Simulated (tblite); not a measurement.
Record of a relaxation.

Compound: C4H5F3SeSi.
Numbering: `[F:1][C:2]([F:3])=[C:4]([F:5])[C@@H:6]1[SiH2:7][CH2:8][Se:9]1` (hydrogens: H10 on C6; H11, H12 on Si7; H13, H14 on C8)

Computed with GFN2-xTB (tblite), gas phase: L-BFGS steps from a force-field or distance-geometry start until the largest atomic force falls under 0.01 eV/Å. 12 of its 121 geometries are shown.

Step 0: E = -820.0455 eV, largest atomic force 1.880 eV/Å
```
atom  x, y, z in Å  |  force x, y, z in eV/Å
F1     -3.747    0.179   -0.319   -0.014   0.909   0.068
C2     -2.565    0.620    0.106    0.486  -0.228   0.263
F3     -2.383    1.940    0.398   -1.027  -0.844  -0.514
C4     -1.515   -0.174    0.284    0.966  -0.123   0.766
F5     -1.548   -1.524    0.059   -0.131   1.108   0.029
C6     -0.198    0.352    0.778   -1.612   0.144  -0.050
Si7     1.149    0.034   -0.468    0.789   0.206  -1.694
C8      2.218   -0.664    0.896    1.241  -0.906  -0.770
Se9     0.689   -0.843    2.054   -0.193  -0.233   1.181
H10    -0.247    1.397    1.137   -0.251  -0.605  -0.081
H11     0.843   -0.996   -1.452   -0.154   0.043  -0.048
H12     1.675    1.287   -0.993   -0.004   0.157  -0.209
H13     2.634   -1.663    0.603   -0.003   0.902   0.607
H14     2.994    0.056    1.176   -0.092  -0.531   0.452
```

Step 11: E = -820.5126 eV, largest atomic force 0.227 eV/Å
```
atom  x, y, z in Å  |  force x, y, z in eV/Å
F1     -3.762    0.242   -0.326   -0.083  -0.022   0.001
C2     -2.578    0.613    0.142   -0.014  -0.031  -0.024
F3     -2.543    1.929    0.361   -0.058   0.005   0.027
C4     -1.516   -0.163    0.334    0.076   0.010   0.048
F5     -1.590   -1.478    0.055   -0.107  -0.031  -0.044
C6     -0.203    0.322    0.750    0.225   0.030   0.001
Si7     1.222    0.051   -0.545   -0.027   0.006   0.032
C8      2.279   -0.697    0.857   -0.018   0.018   0.078
Se9     0.744   -0.812    2.119   -0.099  -0.049  -0.001
H10    -0.284    1.335    1.139   -0.003   0.057  -0.036
H11     0.806   -0.961   -1.512    0.026   0.044  -0.024
H12     1.678    1.330   -1.089    0.005  -0.052  -0.019
H13     2.720   -1.675    0.687   -0.013   0.005  -0.007
H14     3.026   -0.035    1.286    0.092   0.009  -0.033
```

Step 22: E = -820.5227 eV, largest atomic force 0.086 eV/Å
```
atom  x, y, z in Å  |  force x, y, z in eV/Å
F1     -3.772    0.208   -0.298   -0.021   0.022   0.021
C2     -2.592    0.617    0.154   -0.005  -0.046   0.013
F3     -2.599    1.931    0.385    0.002  -0.065   0.013
C4     -1.515   -0.145    0.332    0.019   0.007  -0.034
F5     -1.605   -1.460    0.037   -0.028   0.021  -0.015
C6     -0.191    0.326    0.737   -0.015   0.041   0.014
Si7     1.236    0.048   -0.543    0.052  -0.020  -0.017
C8      2.280   -0.694    0.875   -0.009  -0.040   0.025
Se9     0.726   -0.819    2.120    0.011   0.067  -0.053
H10    -0.265    1.346    1.107    0.001   0.044   0.030
H11     0.836   -0.941   -1.536    0.005  -0.023  -0.006
H12     1.707    1.310   -1.110    0.012   0.010   0.013
H13     2.705   -1.679    0.702    0.014  -0.014  -0.007
H14     3.048   -0.048    1.296   -0.040  -0.005   0.004
```

Step 33: E = -820.5349 eV, largest atomic force 0.089 eV/Å
```
atom  x, y, z in Å  |  force x, y, z in eV/Å
F1     -3.816    0.145   -0.185    0.043   0.030   0.009
C2     -2.630    0.601    0.202    0.018  -0.035   0.035
F3     -2.692    1.902    0.489    0.023  -0.059  -0.007
C4     -1.505   -0.109    0.280   -0.033   0.005  -0.012
F5     -1.562   -1.419   -0.047   -0.009   0.032  -0.047
C6     -0.183    0.383    0.668   -0.051  -0.023   0.026
Si7     1.277    0.040   -0.563    0.064  -0.036   0.030
C8      2.260   -0.724    0.889    0.013   0.041  -0.012
Se9     0.678   -0.755    2.100    0.062   0.019  -0.009
H10    -0.260    1.409    1.027    0.007  -0.002  -0.032
H11     0.910   -0.958   -1.560   -0.041   0.010  -0.008
H12     1.814    1.288   -1.102   -0.003   0.006  -0.007
H13     2.676   -1.718    0.744   -0.088   0.003   0.013
H14     3.032   -0.086    1.315   -0.006   0.011   0.021
```

Step 44: E = -820.5475 eV, largest atomic force 0.160 eV/Å
```
atom  x, y, z in Å  |  force x, y, z in eV/Å
F1     -3.844    0.086   -0.055    0.050   0.021  -0.026
C2     -2.647    0.559    0.275    0.096  -0.050  -0.021
F3     -2.732    1.833    0.659    0.002  -0.067   0.023
C4     -1.489   -0.099    0.203   -0.147   0.060   0.016
F5     -1.512   -1.376   -0.239    0.007   0.045   0.022
C6     -0.178    0.425    0.584   -0.001   0.026  -0.020
Si7     1.321    0.031   -0.579    0.024  -0.014   0.036
C8      2.236   -0.727    0.923    0.000  -0.018  -0.022
Se9     0.645   -0.610    2.116    0.065  -0.015   0.017
H10    -0.269    1.467    0.884   -0.030   0.019   0.000
H11     0.928   -0.956   -1.579    0.037   0.015  -0.005
H12     1.922    1.262   -1.095   -0.028  -0.040  -0.005
H13     2.567   -1.758    0.820   -0.042   0.007   0.013
H14     3.052   -0.140    1.340   -0.033   0.011  -0.027
```

Step 55: E = -820.5534 eV, largest atomic force 0.025 eV/Å
```
atom  x, y, z in Å  |  force x, y, z in eV/Å
F1     -3.837    0.057   -0.034   -0.012   0.004  -0.015
C2     -2.649    0.534    0.311   -0.014  -0.003   0.000
F3     -2.756    1.772    0.791   -0.016  -0.006   0.003
C4     -1.480   -0.088    0.178    0.008   0.008  -0.003
F5     -1.482   -1.338   -0.335    0.021   0.003   0.009
C6     -0.176    0.458    0.554    0.002   0.003  -0.023
Si7     1.332    0.021   -0.584   -0.004   0.001   0.002
C8      2.212   -0.737    0.936   -0.009   0.002   0.019
Se9     0.643   -0.509    2.138    0.009   0.006   0.000
H10    -0.286    1.510    0.815    0.021  -0.004   0.003
H11     0.972   -0.957   -1.604   -0.009  -0.003   0.015
H12     1.964    1.233   -1.103   -0.016   0.003   0.010
H13     2.488   -1.786    0.870    0.000  -0.003  -0.009
H14     3.054   -0.171    1.327    0.019  -0.012  -0.011
```

Step 65: E = -820.5546 eV, largest atomic force 0.016 eV/Å
```
atom  x, y, z in Å  |  force x, y, z in eV/Å
F1     -3.835    0.057   -0.057    0.012  -0.011  -0.001
C2     -2.651    0.531    0.307   -0.001   0.004   0.010
F3     -2.769    1.762    0.805   -0.001   0.000  -0.013
C4     -1.477   -0.084    0.180    0.009  -0.001   0.006
F5     -1.469   -1.333   -0.337    0.000   0.013  -0.002
C6     -0.175    0.463    0.557    0.000   0.003  -0.002
Si7     1.328    0.019   -0.582    0.002  -0.003   0.005
C8      2.213   -0.739    0.935   -0.008  -0.001   0.012
Se9     0.653   -0.492    2.146    0.000   0.008  -0.004
H10    -0.277    1.517    0.812   -0.012  -0.006   0.005
H11     0.966   -0.963   -1.596   -0.006   0.001   0.003
H12     1.949    1.237   -1.099    0.005   0.004  -0.003
H13     2.475   -1.792    0.869    0.002  -0.001  -0.008
H14     3.068   -0.184    1.317   -0.002  -0.010  -0.009
```

Step 76: E = -820.5551 eV, largest atomic force 0.016 eV/Å
```
atom  x, y, z in Å  |  force x, y, z in eV/Å
F1     -3.828    0.036   -0.057   -0.010   0.002   0.002
C2     -2.651    0.527    0.311    0.003   0.004  -0.008
F3     -2.785    1.756    0.805    0.000  -0.005  -0.002
C4     -1.472   -0.077    0.180    0.006  -0.010   0.008
F5     -1.458   -1.323   -0.343    0.006   0.003   0.008
C6     -0.172    0.476    0.558    0.004  -0.001   0.004
Si7     1.328    0.022   -0.580    0.012  -0.007   0.008
C8      2.209   -0.744    0.935    0.009  -0.008   0.000
Se9     0.657   -0.475    2.149    0.000   0.007  -0.003
H10    -0.280    1.530    0.812   -0.002  -0.006  -0.005
H11     0.962   -0.963   -1.590   -0.006   0.011  -0.005
H12     1.957    1.236   -1.099    0.003   0.004  -0.004
H13     2.458   -1.800    0.867   -0.013   0.006  -0.003
H14     3.075   -0.202    1.310   -0.012   0.001   0.000
```

Step 87: E = -820.5557 eV, largest atomic force 0.021 eV/Å
```
atom  x, y, z in Å  |  force x, y, z in eV/Å
F1     -3.817    0.015   -0.068   -0.013  -0.006   0.000
C2     -2.647    0.520    0.302    0.012  -0.011   0.000
F3     -2.795    1.754    0.779    0.008   0.001  -0.006
C4     -1.462   -0.078    0.193   -0.017   0.006   0.006
F5     -1.432   -1.332   -0.310   -0.010   0.006   0.005
C6     -0.169    0.491    0.569    0.005  -0.002   0.003
Si7     1.326    0.035   -0.576    0.007   0.000  -0.009
C8      2.201   -0.754    0.930    0.012  -0.011  -0.010
Se9     0.667   -0.454    2.160    0.004   0.005  -0.008
H10    -0.286    1.544    0.818    0.000   0.000  -0.005
H11     0.937   -0.934   -1.595    0.005   0.001  -0.005
H12     1.967    1.241   -1.100   -0.004  -0.001   0.021
H13     2.426   -1.815    0.855   -0.013   0.014   0.009
H14     3.080   -0.232    1.300    0.003  -0.003   0.000
```

Step 98: E = -820.5589 eV, largest atomic force 0.040 eV/Å
```
atom  x, y, z in Å  |  force x, y, z in eV/Å
F1     -3.782   -0.124   -0.014   -0.038  -0.009   0.006
C2     -2.640    0.462    0.321    0.011  -0.016   0.002
F3     -2.853    1.699    0.761    0.010   0.024  -0.007
C4     -1.425   -0.072    0.213   -0.018   0.019  -0.024
F5     -1.335   -1.341   -0.246   -0.002  -0.011   0.002
C6     -0.156    0.574    0.540    0.023  -0.007   0.013
Si7     1.340    0.069   -0.583    0.036   0.000  -0.007
C8      2.143   -0.804    0.918    0.009  -0.022  -0.006
Se9     0.706   -0.254    2.178    0.011  -0.002   0.033
H10    -0.306    1.637    0.719   -0.016  -0.010   0.004
H11     0.921   -0.810   -1.669    0.029   0.001   0.011
H12     2.079    1.260   -1.000   -0.020   0.013  -0.006
H13     2.208   -1.888    0.870   -0.033   0.017  -0.001
H14     3.100   -0.409    1.252   -0.002   0.004  -0.018
```

Step 109: E = -820.5625 eV, largest atomic force 0.067 eV/Å
```
atom  x, y, z in Å  |  force x, y, z in eV/Å
F1     -3.747   -0.223    0.011    0.013   0.019   0.011
C2     -2.624    0.421    0.308   -0.008   0.002   0.006
F3     -2.878    1.687    0.637    0.019  -0.042  -0.016
C4     -1.394   -0.084    0.259   -0.003  -0.015   0.014
F5     -1.259   -1.384   -0.094    0.001   0.034   0.003
C6     -0.145    0.622    0.545   -0.014   0.002   0.002
Si7     1.348    0.117   -0.582    0.003   0.003   0.008
C8      2.093   -0.848    0.891    0.013  -0.010   0.011
Se9     0.777   -0.113    2.193    0.016  -0.014  -0.026
H10    -0.338    1.683    0.686    0.002   0.003  -0.012
H11     0.925   -0.681   -1.729    0.025   0.007   0.016
H12     2.129    1.312   -0.897   -0.025  -0.011  -0.017
H13     2.004   -1.933    0.856    0.008   0.062  -0.015
H14     3.108   -0.577    1.176   -0.050  -0.042   0.014
```

Step 120: E = -820.5639 eV, largest atomic force 0.010 eV/Å
```
atom  x, y, z in Å  |  force x, y, z in eV/Å
F1     -3.752   -0.223    0.038    0.004  -0.001  -0.003
C2     -2.624    0.417    0.317    0.002  -0.001   0.004
F3     -2.869    1.685    0.644    0.002  -0.004   0.001
C4     -1.394   -0.087    0.253    0.000  -0.003   0.004
F5     -1.259   -1.385   -0.101    0.002   0.002   0.000
C6     -0.147    0.623    0.534   -0.001   0.000  -0.001
Si7     1.356    0.121   -0.582    0.000   0.000  -0.002
C8      2.088   -0.846    0.894   -0.007   0.004  -0.005
Se9     0.772   -0.103    2.188   -0.002  -0.004  -0.001
H10    -0.343    1.685    0.668    0.007   0.002  -0.005
H11     0.962   -0.687   -1.732   -0.003   0.002   0.008
H12     2.122    1.323   -0.903    0.003   0.008  -0.005
H13     1.984   -1.927    0.847    0.002  -0.001   0.005
H14     3.103   -0.597    1.193   -0.008  -0.005  -0.001
```

Question: Summarise the path.

Answer: The energy falls by 0.5184 eV from step 0 to step 120; nine tenths of that is first reached at step 11. It rises by more than 0.2 meV at steps 100, 103 and 106. The largest force goes from 1.880 to 0.010 eV/Å. Among the bonds C6–Si7 changes most, from 1.862 to 1.938 Å; the atoms move by 0.493 Å rms after alignment.

What follows is the cost of the whole relaxation. The run took 1.6 s on Arm Neoverse N1, one thread, no GPU, shared host with 64 logical CPUs at a one-minute load of 61.
